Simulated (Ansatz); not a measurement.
Relaxation of C2H8BFSi (13 atoms, charge 0, multiplicity 1), to a largest force component of 0.02 eV/Å in at most 50 steps.

Computed with Ansatz 0.2.0, RKS PBE0-D4/def2-SVP.

```xyz
13
Properties=species:S:1:pos:R:3:forces:R:3
B -0.442 1.849 1.132 -2.50 0.32 -1.14
C -0.663 0.623 0.168 1.84 1.09 1.27
C 0.583 -0.216 0.120 1.73 -0.54 0.45
Si 0.472 -1.695 -0.988 -3.75 1.62 -1.30
F 0.080 -1.196 -2.575 0.62 -0.58 1.92
H 0.523 2.108 1.693 1.58 0.09 0.81
H -1.363 2.650 1.259 0.17 -0.21 0.05
H -1.468 0.033 0.541 -1.40 -0.57 0.24
H -0.899 1.003 -0.811 -0.58 0.29 -0.85
H 1.469 0.387 -0.228 -0.49 -0.27 0.36
H 0.853 -0.584 1.175 -0.18 0.30 -1.23
H -0.704 -2.516 -0.482 0.28 0.14 -0.31
H 1.581 -2.480 -0.990 2.68 -1.70 -0.26
```

Question: Where does it end, and by what steps?

Answer: It converged. The force dipped under the threshold on the way, but the program's further checks kept it going. After 22 steps the energy has fallen by 0.593 eV; H6 moved furthest, 0.47 Å.

| step | energy less start (eV) | largest force component (eV/Å) | accepted |
| --- | --- | --- | --- |
| 0 | 0.0000 | 3.752 | yes |
| 1 | -0.4906 | 1.283 | yes |
| 2 | -0.5611 | 0.524 | yes |
| 3 | -0.5864 | 0.112 | yes |
| 4 | -0.5879 | 0.043 | yes |
| 5 | -0.5882 | 0.023 | yes |
| 6 | -0.5885 | 0.025 | yes |
| 7 | -0.5886 | 0.041 | yes |
| 8 | -0.5889 | 0.027 | yes |
| 9 | -0.5892 | 0.037 | yes |
| 10 | -0.5885 | 0.125 | no |
| 11 | -0.5896 | 0.047 | yes |
| 12 | -0.5901 | 0.140 | yes |
| 13 | -0.5906 | 0.126 | yes |
| 14 | -0.5921 | 0.049 | yes |
| 15 | -0.5928 | 0.026 | yes |
| 16 | -0.5914 | 0.142 | no |
| 17 | -0.5927 | 0.032 | no |
| 18 | -0.5928 | 0.008 | yes |
| 19 | -0.5931 | 0.029 | yes |
| 20 | -0.5911 | 0.161 | no |
| 21 | -0.5932 | 0.005 | yes |
| 22 | -0.5932 | 0.009 | yes |

```xyz
13
Properties=species:S:1:pos:R:3
B -0.490 1.954 1.073
C -0.608 0.616 0.290
C 0.610 -0.310 0.214
Si 0.419 -1.713 -1.004
F 0.084 -1.067 -2.466
H 0.590 2.427 1.354
H -1.488 2.582 1.349
H -1.529 0.069 0.562
H -0.849 1.008 -0.728
H 1.515 0.262 -0.056
H 0.827 -0.749 1.205
H -0.728 -2.597 -0.642
H 1.668 -2.517 -1.136
```

Whether the end is a true minimum wasn't checked by a vibrational analysis.

The run took 84 s on 2 threads of Intel(R) Xeon(R) Platinum 8488C (Sapphire Rapids), on a shared host, peak memory 0.28 GiB.
